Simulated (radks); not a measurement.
Excited configurations of Ag: one electron is placed in a higher orbital outside [Kr] 4d10. The ground configuration is [Kr] 4d10 5s1. Method: Dirac Kohn-Sham, PBE, spin-unpolarised, spherical densities, point nucleus; open shells are shared between the two j in proportion to 2j + 1; computed with a radial shooting solver on a logarithmic mesh with Libxc functionals. Excitation = E - E(ground); binding = E(ion) - E, where the ion is the core of charge +1; n* = 1/sqrt(2 binding) in atomic units, and the quantum defect is n - n*. Eigenvalue and <r> are those of j = l + 1/2.

outer orbital  excitation (eV)  binding (eV)     n*  quantum defect  <r> (bohr)
4f                       6.851         0.908  3.870           0.130       17.46
5p                       3.863         3.897  1.869           3.131       4.843
6p                       5.987         1.772  2.771           3.229       11.36
6f                       7.308         0.451  5.491           0.509       44.40
7d                       7.101         0.658  4.547           2.453       31.22

The Delta-SCF ionisation energy is 7.759 eV (NIST Atomic Spectra Database: 7.576 eV, measured). Self-interaction in the functional shifts the binding energies and quantum defects, so they are the method's values and not measured ones. Spin polarisation and multiplet splitting are left out, so open shells lie too high by an amount that depends on their filling.

Beside tabulated values, note that spin-unpolarised runs miss the spin-polarisation part of the exchange energy of open shells.
